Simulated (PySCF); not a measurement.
# Simulated absorption spectrum

Compound: C₆H₆ClNSi.
Structure used (GFN2-xTB), in Å, numbered top down from 1:
```
atom  x, y, z in Å
C1    -1.097    3.271    0.941
C2    -1.067    2.240    0.325
Si3   -0.973    0.670   -0.650
Cl4   -1.289    1.016   -2.625
C5     0.700   -0.081   -0.420
C6     1.772   -0.606   -0.257
C7     3.065   -1.219   -0.064
N8    -2.355   -0.233   -0.138
C9    -2.535   -1.354    0.373
H10   -1.134    4.170    1.485
H11    3.620   -1.221   -1.002
H12    3.631   -0.660    0.682
H13    2.945   -2.247    0.279
H14   -1.739   -2.061    0.627
H15   -3.549   -1.677    0.596
```

Computed with TDDFT CAM-B3LYP/def2-SVPD, vertical, gas phase, core orbitals frozen in the response (PySCF).

Computed states:

```csv
state,E (eV),f
S1,3.99,0.0002
S2,5.76,0.0004
S3,5.99,0.0001
S4,6.01,0.0047
S5,6.10,0.0076
S6,6.26,0.023
S7,6.36,0.0087
S8,6.45,0.031
```

Broadening: Gaussians 0.4 eV wide at half height, area fixed by f = 4.319×10⁻⁹ ∫ε dν̃. The cross-section is σ = 3.8235×10⁻²¹ ε cm², given in Mb (10⁻¹⁸ cm²). The width is an assumption, not a result. The curve ends short of the highest state used, and states not computed would add to its high-energy end.

Q: Give the broadened spectrum and its maxima.

A: 
| E (eV) | σ (Mb) |
| --- | --- |
| 3.39 | 0.00 |
| 3.44 | 0.00 |
| 3.50 | 0.00 |
| 3.56 | 0.00 |
| 3.62 | 0.00 |
| 3.67 | 0.01 |
| 3.73 | 0.02 |
| 3.79 | 0.03 |
| 3.85 | 0.04 |
| 3.90 | 0.05 |
| 3.96 | 0.05 |
| 4.02 | 0.05 |
| 4.07 | 0.05 |
| 4.13 | 0.04 |
| 4.19 | 0.03 |
| 4.25 | 0.02 |
| 4.30 | 0.01 |
| 4.36 | 0.00 |
| 4.42 | 0.00 |
| 4.47 | 0.00 |
| 4.53 | 0.00 |
| 4.59 | 0.00 |
| 4.65 | 0.00 |
| 4.70 | 0.00 |
| 4.76 | 0.00 |
| 4.82 | 0.00 |
| 4.87 | 0.00 |
| 4.93 | 0.00 |
| 4.99 | 0.00 |
| 5.05 | 0.00 |
| 5.10 | 0.00 |
| 5.16 | 0.00 |
| 5.22 | 0.00 |
| 5.27 | 0.00 |
| 5.33 | 0.00 |
| 5.39 | 0.01 |
| 5.45 | 0.02 |
| 5.50 | 0.05 |
| 5.56 | 0.10 |
| 5.62 | 0.19 |
| 5.68 | 0.37 |
| 5.73 | 0.62 |
| 5.79 | 1.10 |
| 5.85 | 1.84 |

Maxima: 311 nm (3.99 eV), ε about 13, made up of S1 (100%) (ε in L mol⁻¹ cm⁻¹; maxima over ε = 5, shares over 10%). At its high-energy end, 5.85 eV, the curve is still rising (ε about 480, from S4, S5 and S6).

Q: What would ε be at 3.99 eV, the highest of these maxima, with half the width (0.2 eV)?

A: About 27 L mol⁻¹ cm⁻¹ against 13.5, a factor of about 2.00; a lone state at its own centre would give exactly 2.

Q: Coming from long wavelengths, where does ε first pass 100 L mol⁻¹ cm⁻¹?

A: At about 218 nm (5.68 eV), 1.70 eV above S1.

Q: On this curve, what absorbance would a 10⁻³ mol/L sample give at 222 nm over a 1 cm path?

A: 222 nm is 5.585 eV, where ε is about 33 L mol⁻¹ cm⁻¹, so A = ε c l ≈ 0.033 (Beer–Lambert, with the gas-phase spectrum and the assumed width).

One conformer stands for the species.
